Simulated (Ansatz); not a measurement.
`C[O][Al]([OH])[Br]` + H₂ → `C[O][AlH][Br]` + H₂O at 500 K and 1 bar (hydrogenolysis of the Al–O bond).

Isolated molecules relaxed with PBE0-D4/def2-TZVP in Ansatz; ΔE leaves out vibrations. CCSD(T)/CBS is the MP2 limit (def2-TZVPP, def2-QZVPP) plus CCSD(T) − MP2 in def2-TZVPP, frozen cores. This one scheme is used for every species. For Br outer-core shells are correlated without core-valence functions, which leaves a few kJ/mol of doubt a bond. Scalar relativity is left out up to krypton. Each species was taken in one conformer, which may not be the lowest.

```
             species  CCSD(T)/CBS energy (Eh)  H − E (kJ/mol)  S (J/(mol·K))
`C[O][Al]([OH])[Br]`              -3006.31722           197.6          436.6
                  H₂                 -1.17544            41.0          145.5
     `C[O][AlH][Br]`              -2931.07194           171.4          395.7
                 H₂O                -76.37941            73.2          206.3
```

H − E and S are ideal-gas, rigid-rotor, harmonic terms from PBE0-D4/def2-TZVP, for one conformer and one mirror image of each species. The MP2-based limit puts H₂ 0.8 mEh under its directly extrapolated value; such offsets cancel only in part. 1 Eh = 2625.50 kJ/mol, R = 8.31446 J/(mol·K).

Q: By hand: ΔE, ΔH, ΔS and ΔG.

A: ΔE = (-2931.07194) + (-76.37941) − (-3006.31722) − (-1.17544) = 0.04131 Eh = 108.5 kJ/mol. Δ(H − E) = 171.4 + 73.2 − 197.6 − 41.0 = 6.0, so ΔH = 114.5 kJ/mol. ΔS = 395.7 + 206.3 − 436.6 − 145.5 = 19.9 J/(mol·K). ΔG = 114.5 − 500 × (19.9)/1000 = 104.5 kJ/mol.

Q: By hand: the equilibrium constant, and the temperature at which ΔG would vanish if ΔH and ΔS stayed fixed.

A: log₁₀ K = −ΔG/(RT ln 10) = -10.9. ΔG = 0 at ΔH/ΔS = 5754 K, far beyond where these terms or the molecules hold.

ΔH outweighs TΔS. A doubt of 5 kJ/mol in ΔE shifts log₁₀ K by 0.5 here. Other conformers and mirror images would add mixing entropy, several J/(mol·K) or more a flexible species. These are equilibria of isolated gas molecules and say nothing of rates. Largest T1 diagnostic: 0.010 (customary marks: 0.02 for closed shells, 0.045 for open ones).
